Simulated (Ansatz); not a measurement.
Consider the ligand exchange at the Si–Te bond: `OB(O)[Te][SiH3]` + `[OH][SnH3]` → `[SiH3][O][SnH3]` + `OB(O)[TeH]`.

Calculated with Ansatz (gas phase, PBE0-D4/def2-TZVP geometries, no zero-point term in ΔE). CCSD(T)/CBS is the MP2 limit (def2-TZVPP, def2-QZVPP) plus CCSD(T) − MP2 in def2-TZVPP, frozen cores. Functionals use def2-TZVPP. Elements past krypton have def2 core potentials. For Sn, Te outer-core shells are correlated without core-valence functions, which leaves a few kJ/mol of doubt a bond. One conformer a species, not always the lowest.

| species | CAM-B3LYP-D4 energy (Eh) |
| --- | --- |
| `OB(O)[Te][SiH3]` | -735.99555 |
| `[OH][SnH3]` | -291.91430 |
| `[SiH3][O][SnH3]` | -582.66688 |
| `OB(O)[TeH]` | -445.26112 |

(1) Work out ΔE.

Largest T1 diagnostic among the species: 0.014.

## Answers

(1) ΔE = (-582.66688) + (-445.26112) − (-735.99555) − (-291.91430) = -0.01815 Eh = -47.7 kJ/mol. CCSD(T)/CBS gives -38.2 kJ/mol.

The D4 term adds +3.3 kJ/mol with B3LYP and +1.7 kJ/mol with PBE0; it sums over pairs of atoms, weighted by their polarisabilities, and B3LYP, whose exchange is more repulsive, gets the larger term. From BLYP to BHLYP (50 % exact exchange), in def2-TZVPP and without D4, ΔE moves by −11.1 kJ/mol. Leaving LDA and LC-ωPBE aside and taking each functional with its dispersion term where it has one, the values, not all of them listed here, spread over 28.0 kJ/mol, from CAM-B3LYP-D4 to PBE-D4.

B3LYP here is the variant with VWN-RPA as its local correlation; programs differ in this.
